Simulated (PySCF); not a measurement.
**Radial density of Ca⁺ (calcium, charge +1)**

wB97M-V, [Ar] 3d1, 2D determinant (an excited configuration). Calculation: PySCF 2.14, in aug-cc-pVDZ-X2C (6s5p3d, 36 functions); the spin-free X2C one-electron Hamiltonian (Gaussian nucleus).

```
r (bohr)  4πr²ρ (e/bohr)  4πr²(ρα − ρβ)
 0.00161          0.2013         0.0000
 0.00271          0.5214         0.0000
 0.00455           1.316         0.0000
 0.00766           3.171         0.0000
  0.0129           7.055         0.0000
  0.0217           13.73         0.0000
  0.0364           21.28        -0.0001
  0.0613           23.11        -0.0002
   0.103           17.73        -0.0005
   0.173           20.16         0.0001
   0.292           23.79         0.0145
   0.491           9.614         0.0776
   0.825           7.051         0.2228
    1.39           5.848         0.3338
    2.33           1.018         0.2889
    3.93          0.1363         0.1231
    6.61         0.01206         0.0121
    11.1       1.645e-05         0.0000
```

Densities and radii are taken from the X2C orbitals without a picture-change correction, which distorts them close to the nucleus.
